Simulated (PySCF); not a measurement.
**Working with the constants of TlN**

ROHF-CCSD(T) constants of TlN, ³Σ⁻ (triplet), unpaired electrons π ↑↑ (basis Tl def2-SVP with ECP60, N def2-SVP; scalar-relativistic core potentials; PySCF 2.14; masses 204.9744 and 14.0031 u):

- ωe: 371.0 cm⁻¹
- ωexe: 3.37 cm⁻¹
- Be: 0.23151 cm⁻¹
- αe: 0.00231 cm⁻¹
- D (centrifugal): 3.61e-07 cm⁻¹
- De to Tl + N: 0.90 eV

(1) Give the vibrational terms G(v) and spacings up to v = 6.

(2) How well does the Morse estimate ωe²/(4ωexe) reproduce De, and what is D0?

Correlated steps freeze 5 core orbitals. Correlated levels converge slowly with the basis: in double zeta they bind strong bonds too weakly, by up to about 1 eV, and carry superposition errors of some tenths. Spin–orbit coupling is left out, which matters for elements this heavy, above all for dissociation energies. The state was picked by a PBE0 search and need not be the measured ground state.

Answers

(1) G(v) = ωe(v+½) − ωexe(v+½)².

```json
{"v": "0", "G(v) (cm⁻¹)": "184.7", "G(v) − G(v−1)": "", "Bv (cm⁻¹)": "0.2304"}
{"v": "1", "G(v) (cm⁻¹)": "548.9", "G(v) − G(v−1)": "364.3", "Bv (cm⁻¹)": "0.2280"}
{"v": "2", "G(v) (cm⁻¹)": "906.4", "G(v) − G(v−1)": "357.5", "Bv (cm⁻¹)": "0.2257"}
{"v": "3", "G(v) (cm⁻¹)": "1257.2", "G(v) − G(v−1)": "350.8", "Bv (cm⁻¹)": "0.2234"}
{"v": "4", "G(v) (cm⁻¹)": "1601.3", "G(v) − G(v−1)": "344.0", "Bv (cm⁻¹)": "0.2211"}
{"v": "5", "G(v) (cm⁻¹)": "1938.6", "G(v) − G(v−1)": "337.3", "Bv (cm⁻¹)": "0.2188"}
{"v": "6", "G(v) (cm⁻¹)": "2269.1", "G(v) − G(v−1)": "330.6", "Bv (cm⁻¹)": "0.2165"}
```

(2) It gives 1.27 eV, 141 % of the computed De. D0 = De − G(0) = 0.90 − 0.02 = 0.88 eV.
